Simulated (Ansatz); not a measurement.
`OBN[SiH3]` + `BOCO` → `OBOCO` + `BN[SiH3]`  (redistribution)

Isolated molecules relaxed with PBE0-D4/def2-TZVP in Ansatz; ΔE leaves out vibrations. CCSD(T)/CBS adds triple-zeta CCSD(T) − MP2 to the extrapolated MP2 energy (def2 sets, frozen cores). One conformer a species, not always the lowest.

`OBN[SiH3]`:

Cartesian coordinates in Å:
```
O 1.658 0.561 0.437
B 0.432 0.729 1.023
N -0.674 0.133 0.385
Si -0.620 -0.801 -1.084
H 2.369 0.988 0.914
H 0.305 1.360 2.037
H -1.574 0.259 0.819
H 0.224 -2.013 -0.933
H -0.101 -0.001 -2.222
H -2.018 -1.214 -1.376
```

`BOCO`:

Cartesian coordinates in Å:
```
B -1.060 -0.571 1.015
O -0.425 0.456 0.425
C 0.346 0.273 -0.748
O 1.697 0.294 -0.462
H -1.024 -1.665 0.518
H -1.655 -0.335 2.025
H 0.055 1.077 -1.433
H 0.131 -0.702 -1.191
H 1.934 1.173 -0.151
```

`OBOCO`:

Cartesian coordinates in Å:
```
O 1.678 -1.359 -1.074
B 0.549 -0.649 -0.833
O 0.603 0.270 0.164
C -0.556 0.963 0.551
O -1.242 0.295 1.555
H 1.577 -1.975 -1.801
H -0.455 -0.804 -1.478
H -1.254 1.054 -0.286
H -0.226 1.957 0.873
H -0.674 0.248 2.330
```

`BN[SiH3]`:

```xyz
9

B     1.557   -0.053    0.055
N     0.302    0.552    0.180
Si   -1.249   -0.193   -0.115
H     1.617   -1.199   -0.287
H     2.545    0.581    0.291
H     0.293    1.520    0.470
H    -2.084   -0.155    1.114
H    -1.001   -1.593   -0.527
H    -1.980    0.539   -1.183
```

```json
{"species": "`OBN[SiH3]`", "CCSD(T)/CBS(def2) energy (Eh)": "-447.47166"}
{"species": "`BOCO`", "CCSD(T)/CBS(def2) energy (Eh)": "-216.22063"}
{"species": "`OBOCO`", "CCSD(T)/CBS(def2) energy (Eh)": "-291.46678"}
{"species": "`BN[SiH3]`", "CCSD(T)/CBS(def2) energy (Eh)": "-372.22946"}
```

**Question.** Work out ΔE.

**Answer.** ΔE = (-291.46678) + (-372.22946) − (-447.47166) − (-216.22063) = -0.00395 Eh = -2.5 kcal/mol.

Largest T1 diagnostic among the species: 0.013.
